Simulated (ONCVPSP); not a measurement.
# Ag (Z = 47): one change to an ONCV potential, before and after

silver, optimised norm-conserving Vanderbilt (ONCV), made with ONCVPSP 4.0.1 (PBE, fully relativistic). Core [Ar] 3d10, reference 4s2 4p6 4d10 5s1. Waves: 4s+5s: rc 1.35 bohr, ncon 4, nbas 7, qcut 9.5 1/bohr, 2 projectors; 4p: rc 1.35 bohr, ncon 4, nbas 8, qcut 12.4 1/bohr, 2 projectors, debl 2.4 Ha; 4d: rc 1.30 bohr, ncon 4, nbas 8, qcut 8.8 1/bohr, 2 projectors, debl 0.4 Ha. Local part: polynomial inside 1.15 bohr (lpopt 5, dvloc0 3 Ha). Core correction: none.

Open shells are filled in proportion to 2j + 1.

Change: all radii scaled by about 0.89 (s 1.20, p 1.20, d 1.16 bohr); local potential polynomial inside 1.02 bohr (lpopt 5, dvloc0 3 Ha).

Cutoffs: the cutoffs (Ha) at which the residual kinetic energy of the hardest occupied pseudo-wave falls to 1 and 0.1 mHa per electron; they do not see the model core or the augmentation charge, which bear on the density cutoff. Errors are all-electron minus pseudo energies relative to the spin-unpolarised reference configuration.

Problem. How do hardness, ghosts and transferability respond?

Solution. The potential gets harder (43 Ha and 52 Ha → 50 Ha and 59 Ha); of the 4 tests that both files solve, the error grows in 0 and shrinks in 2 by more than 15 % and 0.3 meV (median size 0.9 → 0.7 meV); neither file shows a bound ghost. A smaller radius makes the pseudo-wave follow the all-electron one further in, where it bends more sharply, so more plane waves are needed.

```tsv
quantity	base	changed
cutoff, loose	43 Ha	50 Ha
cutoff, tight	52 Ha	59 Ha
loose cutoff by channel	s 33 Ha, p 43 Ha, d 32 Ha	s 37 Ha, p 50 Ha, d 34 Ha
bound ghosts	none	none
GHOST(+) flags under 300 eV	none	none
error for 4s2 4p6 4d10 5s0, meV [ΔE 7.76 eV]	+0.2	+0.3
error for 4s2 4p6 4d9 5s0, meV [ΔE 29.87 eV]	+1.6	+1.2
error for 4s2 4p6 4d8 5s0, meV [ΔE 66.07 eV]	+4.8	+3.3
error for 4s2 4p6 4d10 5s0 5p1, meV [ΔE 3.86 eV]	+0.1	+0.1
```

Base: These tests converged, but a pseudo level misses the all-electron one widely, so the file describes the atom poorly there or has found another state: 4s2 4p6 4d10 5s0 5p1: empty 5s by 5.5 eV. Changed file: These tests converged, but a pseudo level misses the all-electron one widely, so the file describes the atom poorly there or has found another state: 4s2 4p6 4d10 5s0 5p1: empty 5s by 5.5 eV.
